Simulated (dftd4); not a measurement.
C2HF3O2, triplet, geometry from GFN2-xTB (a higher spin typed on purpose: for a closed-shell molecule this is an excited state); D4 for revpbe run with dftd4.

dftd4 was given this input:
```
$ dftd4 mol.xyz --func revpbe --charge 0 --json dftd4.json --noedisp --property

# file mol.xyz
8

O      1.65790534    -0.88270612    -0.07220064
C      0.98936800     0.25369855    -0.36291891
O      1.22640711     1.42611907     0.05638304
C     -0.59071777    -0.06640763    -0.02476285
F     -0.78362860    -0.22649549     1.28232619
F     -1.35925859     0.90600159    -0.46203374
F     -0.91655170    -1.18974048    -0.63825805
H      2.06854888    -0.87893974     0.81432182
```

**Question.** What does dftd4 print? Leave out banner, timings and long lists.

**Answer.** 
```
                    ____  _____ _____     ____  _  _
      -------------|  _ \|  ___|_   _|---|  _ \| || |------------
     |             | | | | |_    | | ___ | | | | || |_           |
     |             | |_| |  _|   | ||___|| |_| |__   _|          |
     |             |____/|_|     |_|     |____/   |_|            |
     |             ===================================           |
     |            E. Caldeweyher, S. Ehlert & S. Grimme          |
     |          Mulliken Center for Theoretical Chemistry        |
     |                    University of Bonn                     |
      -----------------------------------------------------------

Rational (Becke-Johnson) damping: revpbe-D4-ATM
---------------------
  s6         1.0000
  s8         1.7468
  s9         1.0000
  a1         0.5363
  a2         3.0726
 alp        16.0000
--------------------

Atomic data, radii in Ångström:
------------------------------------------------------
   Z          R(cov)      r4/r2   hardness         EN
------------------------------------------------------
   8 O        0.8400     1.3725     0.5869     3.4400
   6 C        1.0000     1.6431     0.4220     2.5500
   9 F        0.8533     1.2638     0.6693     3.9800
   1 H        0.4267     1.0622     0.4726     2.2000
------------------------------------------------------

Atomic reference systems (in atomic units):
----------------------------------------------------------------------------
   Z        #      CN     q+Z       C6(AA)   #      CN     q+Z       C6(AA)
----------------------------------------------------------------------------
   8 O      1  0.0000  8.0000      15.5711   2  0.8042  7.6453      20.8489
            3  1.6112  7.4012      24.8631   4  0.9798  8.0000      14.9880
   6 C      1  0.0000  6.0000      49.3833   2  0.9189  5.8288      52.1688
            3  1.9079  5.8579      35.6972   4  2.8312  5.7775      35.8445
            5  3.7487  5.7435      28.6317   6  2.9183  5.8956      32.2504
            7  0.8556  6.2103      25.6194
   9 F      1  0.0000  9.0000       9.7374   2  0.7408  8.7523      11.7796
   1 H      1  0.0000  1.0000       7.6362   2  0.8942  1.0000       3.0374
----------------------------------------------------------------------------

Atomic properties (in atomic units):
----------------------------------------------------------------------------
     #    Z              CN          q      C6(AA)        C8(AA)   alpha(0)
----------------------------------------------------------------------------
     1    8 O        1.6575    -0.3609     19.9507      402.6151     6.0420
     2    6 C        2.6607     0.3383     22.4799      650.1574     7.7326
     3    8 O        0.8566    -0.2674     19.1393      386.2421     5.8703
     4    6 C        3.3055     0.3466     21.0285      608.1815     7.3235
     5    9 F        0.7895    -0.1275     10.5629      180.7448     3.7438
     6    9 F        0.7901    -0.1183     10.4746      179.2342     3.7281
     7    9 F        0.7905    -0.1246     10.5350      180.2672     3.7388
     8    1 H        0.8033     0.3138      0.6811        8.2338     1.2965
----------------------------------------------------------------------------

Molecular properties (in atomic units):
----------------------------------------
 molecular C6                 813.0655
 molecular C8               17429.8919
----------------------------------------

Dispersion energy:      -2.0023557759791E-02 Eh

[Info] JSON dump of results written to 'dftd4.json'
```
